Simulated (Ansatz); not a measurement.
Cl$_{3}$H$_{2}$NbO$_{2}$ (`[OH][Nb]([OH])([Cl])([Cl])[Cl]`) at its PBE0-D4/def2-TZVP geometry, where that method's forces vanish. The species carries charge 0 and has multiplicity 1. Nb takes the def2 core potential.

```
atom    x (Å)    y (Å)    z (Å)
  O1  -0.8028  -1.1332   1.0277
 Nb2   0.2440  -0.2567  -0.2393
  O3  -0.7488   1.3276  -0.0399
 Cl4  -0.4130  -0.6002  -2.3918
 Cl5   1.7679  -2.0077  -0.2726
 Cl6   2.0581   1.1004   0.3101
  H7  -1.5188  -0.6906   1.4951
  H8  -0.5867   2.2605   0.1107
```

(1) For each bond, give half the difference of the two atoms' forces along it (eV/Å; positive pushes the atoms apart) under PBE-D4, r2SCAN-D4, B3LYP-D4, ωB97M-V in def2-TZVPP. (Best estimate.)

Results:

(1) Computed: 
| bond | length (Å) | PBE-D4 | r2SCAN-D4 | B3LYP-D4 | ωB97M-V |
| --- | --- | --- | --- | --- | --- |
| O1–Nb2 | 1.863 | 0.40 | 0.26 | 0.25 | -0.10 |
| O1–H7 | 0.963 | 0.26 | -0.05 | -0.10 | -0.02 |
| Nb2–O3 | 1.880 | 0.29 | 0.20 | 0.23 | -0.10 |
| Nb2–Cl4 | 2.277 | 0.12 | 0.10 | 0.19 | 0.09 |
| Nb2–Cl5 | 2.322 | 0.00 | 0.04 | 0.13 | 0.10 |
| Nb2–Cl6 | 2.331 | 0.05 | 0.03 | 0.14 | 0.06 |
| O3–H8 | 0.959 | 0.23 | -0.05 | -0.12 | 0.00 |

B3LYP here is the variant with VWN-RPA as its local correlation; programs differ in this.
